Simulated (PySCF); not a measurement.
Run record for `C(C1[C@@H](CCl)C=1Cl)#N`: PBE0/def2-SVP, TDA, 3 singlets.

Method: TDA PBE0/def2-SVP, vertical, gas phase, core orbitals frozen in the response (PySCF 2.14.0, density-fitted response routines). Geometry: GFN2-xTB. The command runs a driver script over a list of jobs; the input below is this job's line of settings and its coordinates in Å.

Command:
```bash
OMP_NUM_THREADS=1 python probes_run.py task.json out
```

Input:
```
{"job": {"kind": "uv", "xc": "PBE0", "basis": "def2-SVP", "nstates": 3, "ntriplets": 0, "tda": true}, "charge": 0, "multiplicity": 1}
N      3.429121     0.626440     0.428412
C      2.290632     0.665007     0.273253
C      0.929701     0.692789     0.090726
C     -0.237813     1.302057     0.098890
Cl    -1.144660     2.668651     0.355876
C     -0.298037    -0.137260    -0.287737
C     -0.832284    -1.160724     0.679037
Cl    -2.623542    -1.165508     0.624274
H     -0.453717    -0.393378    -1.331945
H     -0.506913    -2.167996     0.418381
H     -0.547065    -0.927408     1.704711
```

Output:
```
coarse grid: 11600 points
cycle   1  E = -1166.1280451981  dE =  1.371e+00  |g| = 4.656e-01  |ddm| = 4.280e+00
cycle   2  E = -1165.9187539652  dE =  2.093e-01  |g| = 1.031e+00  |ddm| = 1.685e+00
cycle   3  E = -1166.1861110652  dE = -2.674e-01  |g| = 9.344e-02  |ddm| = 1.110e+00
cycle   4  E = -1166.1876274176  dE = -1.516e-03  |g| = 5.316e-02  |ddm| = 1.737e-01
cycle   5  E = -1166.1881674071  dE = -5.400e-04  |g| = 2.274e-02  |ddm| = 7.800e-02
cycle   6  E = -1166.1882922789  dE = -1.249e-04  |g| = 5.452e-03  |ddm| = 3.532e-02
cycle   7  E = -1166.1882997330  dE = -7.454e-06  |g| = 1.051e-03  |ddm| = 7.093e-03
final grid: 106640 points
cycle   8  E = -1166.3135478493  dE = -2.101e-05  |g| = 4.609e-03  |ddm| = 2.807e-02
cycle   9  E = -1166.3135445270  dE =  3.322e-06  |g| = 5.912e-03  |ddm| = 1.331e-02
cycle  10  E = -1166.3135530495  dE = -8.522e-06  |g| = 1.429e-03  |ddm| = 9.521e-03
cycle  11  E = -1166.3135535572  dE = -5.078e-07  |g| = 3.411e-04  |ddm| = 2.212e-03
cycle  12  E = -1166.3135535886  dE = -3.137e-08  |g| = 4.912e-05  |ddm| = 5.522e-04
cycle  13  E = -1166.3135535891  dE = -4.595e-10  |g| = 2.797e-05  |ddm| = 8.274e-05
converged SCF energy = -1166.3135535891

Static polarisability (au): isotropic 74.303, principal 44.017 68.651 110.241

Singlet excitations
state   eV       nm        f      main configurations
  1   5.2275    237.2   0.06774   H->L 0.52, H-2->L 0.35
  2   5.4680    226.7   0.00189   H-1->L 0.72, H-3->L 0.26
  3   5.5604    223.0   0.11578   H-4->L 0.41, H->L 0.29, H-2->L 0.19
```

The SCF starts on a coarse grid where the log names one; the energy can jump when the final grid takes over, and dE then counts from the start density on the new grid. H and L stand for HOMO and LUMO; the number after each pair is its weight.

Problem. Give S1 in cm⁻¹ and kJ/mol.

Solution. 5.2275 eV × 8065.54 = 42163 cm⁻¹; × 96.485 = 504.4 kJ/mol.

Problem. How does the lowest singlet excitation compare with the HOMO–LUMO gap?

Solution. HOMO -7.87 eV and LUMO -2.12 eV give a gap of 5.75 eV; S1 at 5.23 eV lies 0.52 eV below it.

In short: SCF converged in 13 cycles with 135 basis and 807 fitting functions; HOMO -7.87 eV, LUMO -2.12 eV; lowest singlet 5.23 eV; mean polarisability 74.3 au.

Problem. Estimate the wall time. Hardware: one thread, Arm Neoverse N1 (aarch64) (shared host). And the peak memory of the process?

Solution. About 17 s, with 0.67 GiB resident at the peak, the Python interpreter and its libraries included.

The values belong to the conformer `[N:1]#[C:2][C:3]1=[C:4]([Cl:5])[C@@H:6]1[CH2:7][Cl:8]`: C4–C6–C7–Cl8 82°.
